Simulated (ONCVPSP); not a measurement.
**tungsten (W), ONCV: configuration errors across variants**

```json
{
  "Element": "tungsten",
  "Generator": "ONCVPSP 4.0.1",
  "Type": "optimised norm-conserving Vanderbilt (ONCV)",
  "Functional": "PBE",
  "Relativity": "scalar-relativistic",
  "Frozen core": "[Kr] 4d10 4f14 5s2",
  "Valence charge": "12",
  "Reference configuration": "5p6 5d4 6s2",
  "Partial waves": "6s: rc 2.60 bohr, ncon 3, nbas 6, qcut 2.5 1/bohr, 3 projectors, debl 0.6 Ha; 5p: rc 1.65 bohr, ncon 4, nbas 7, qcut 7.7 1/bohr, 3 projectors, debl 3.7 Ha; 5d: rc 2.60 bohr, ncon 4, nbas 9, qcut 4.9 1/bohr, 3 projectors, debl 0.3 Ha",
  "Local potential": "polynomial inside 1.35 bohr (lpopt 5, dvloc0 1 Ha)",
  "Core correction": "Teter function, fcfact 3, rcfact 1.75"
}
```

All-electron excitation energies from the reference (eV): (1) 5p6 5d4 6s1 8.883; (2) 5p6 5d4 6s0 24.563; (3) 5p6 5d3 6s0 49.946; (4) 5p6 5d4 6s0 6p1 14.337.

A true bound ghost makes a file unfit for plane-wave use even where its test errors are small: the radial tests pick states by their node count and pass the ghost by.

Errors AE − PS in meV (a dash: test not solved or not reliable):

```csv
change,(1),(2),(3),(4),bound ghosts,GHOST(+) flags above zero
base,-14,-85,-151,-51,s,s
p: qcut 4.8,-14,-86,-156,-51,s,s
p: qcut 6.4,-14,-86,-155,-51,s,s
p: qcut 8.9,-14,-85,-151,-51,s,s
p: qcut 9.8,-14,-83,-147,-50,s,s
p: qcut 11.2,-14,-81,-143,-50,s,s
```

Problem. Give the same row for: p: qcut 7.3.

Solution. -14, -85, -152, -51; bound ghosts: s; GHOST(+) flags above zero: s.
